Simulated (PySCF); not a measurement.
**Computed properties of C₄H₆Si, SMILES C#C[SiH2]C=C**

ethenyl(ethynyl)silane (C4H6Si), SMILES C#C[SiH2]C=C. The structure is a stationary point at PBE0-D3(BJ)/def2-SVP. Other conformers were not sampled. All values are computed for the isolated molecule unless a solvent is named; none is compared with measurement here.

**Structure.** All 27 harmonic modes at PBE0-D3(BJ)/def2-SVP (PySCF) are real, so it is a minimum. With heavy atoms numbered as in [CH:1]#[C:2][SiH2:3][CH:4]=[CH2:5], the shortest bond between them is C1–C2 at 1.217 Å and the longest Si3–C4 at 1.867 Å.

**Vibrations.** The strongest infrared lines (harmonic, unscaled, degenerate partners summed) lie at 859 cm⁻¹ (333 km/mol, H 82 %, Si 14 %), 2230 cm⁻¹ (101 km/mol, H 97 %), 937 cm⁻¹ (93 km/mol, H 96 %). The softest mode is at 69 cm⁻¹ and the zero-point energy is 49.5 kcal/mol.

**Electronic structure.** B3LYP/def2-TZVP (PySCF) places the frontier levels at -7.78 and -0.89 eV, a gap of 6.89 eV, and gives a dipole moment of 0.75 D and a mean polarisability of 71.7 bohr³. PBE/def2-TZVP (PySCF) at the same geometry gives -6.88 and -1.69 eV, so its gap is 1.70 eV narrower. An orbital gap is neither the optical nor the fundamental gap.

**Excitations.** TDA-M06-2X/def2-SVPD (PySCF) has S1 at 5.58 eV (222 nm, f = 0.000, dark); the most intense of the 10 singlets computed lies at 7.77 eV (f = 0.48). T1 (TDA) is at 4.59 eV, 0.99 eV under S1. TDA-PBE/def2-SVPD (PySCF) puts S1 at 5.30 eV. No vertical singlet excitation falls in the visible range (under 3.1 eV).

**NMR.** GIAO shifts at B3LYP/pcSseg-1 (PySCF) (non-relativistic, atoms alike by connectivity averaged): ¹³C from 85.4 to 147.4 ppm against TMS; ¹H from 2.6 to 6.5 ppm against TMS; ²⁹Si at -66.2 ppm against TMS.

**Solvation.** SMD-ωB97X/6-31G* (PySCF) gives 1.8 kcal/mol in water, -1.4 kcal/mol in methanol, -0.7 kcal/mol in 1-octanol (1 M in both phases, gas-phase geometry); of these solvents methanol holds the molecule best.
